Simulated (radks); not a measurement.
Removal energies from neutral manganese, [Ar] 3d5 4s2, by Delta-SCF beside the eigenvalue of the level emptied. Calculated with a radial shooting solver on a logarithmic mesh with Libxc functionals: scalar-relativistic Kohn-Sham, PBEsol, spin-polarised, spherical densities, finite nucleus; Fermi nuclear charge, rms radius of each element as measured or else 0.836 A^(1/3) + 0.57 fm. Open shells are filled with parallel spins first.

\begin{tabular}{lrrr}
removed from & final configuration & Delta-SCF (eV) & -eigenvalue (eV) \\ \hline
4s & [Ar] 3d5 4s1 & 7.186 & 4.466 \\
3d & [Ar] 3d4 4s2 & 14.674 & 8.186 \\
3p & [Ne] 3s2 3p5 3d5 4s2 & 57.664 & 50.967 \\
3s & [Ne] 3s1 3p6 3d5 4s2 & 88.895 & 82.049 \\
\end{tabular}
